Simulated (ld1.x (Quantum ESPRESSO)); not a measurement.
# An all-electron radial function and its pseudo partner (iodine)

Columns: radius, all-electron u(r) and pseudo u(r) of the 5s shell (level -26.33 eV) of iodine in the configuration [Kr] 4d10 5s2 5p4; PW91, scalar-relativistic, TM semilocal scheme, ld1.x (Quantum ESPRESSO) 7.5.

```csv
r (bohr),all-electron,pseudo
0.120,-0.0689,0.0227
0.240,0.2844,0.0477
0.360,-0.0061,0.0776
0.480,-0.3389,0.1152
0.600,-0.4309,0.1637
0.720,-0.3119,0.2263
0.840,-0.0861,0.3050
0.960,0.1628,0.3994
1.080,0.3873,0.5048
1.200,0.5668,0.6120
1.320,0.6970,0.7084
1.440,0.7815,0.7822
1.560,0.8273,0.8267
1.680,0.8420,0.8419
1.800,0.8329,0.8329
1.920,0.8063,0.8063
2.040,0.7674,0.7674
2.160,0.7205,0.7205
2.280,0.6689,0.6689
2.400,0.6154,0.6154
2.520,0.5617,0.5617
2.640,0.5093,0.5093
2.760,0.4591,0.4591
2.880,0.4119,0.4119
3.000,0.3678,0.3678
3.120,0.3272,0.3272
```

Question: How many radial nodes do the two functions have?

Answer: The all-electron 5s function has n − l − 1 = 4 (the table is too coarse to show those close to the nucleus); the pseudo-wave has 0, since the states of the same l below it are removed with the core.

Question: At about which radius was the pseudo-wave matched?

Answer: 1.88 bohr. The columns agree to 0.0005 from 1.68 bohr on; several derivatives are matched, so the curves merge somewhat inside the radius.

Question: Is the pseudo-wave norm-conserving?

Answer: Yes: the TM semilocal scheme keeps the norm inside the radius equal to the all-electron one, which fixes the energy derivative of the logarithmic derivative at the level.
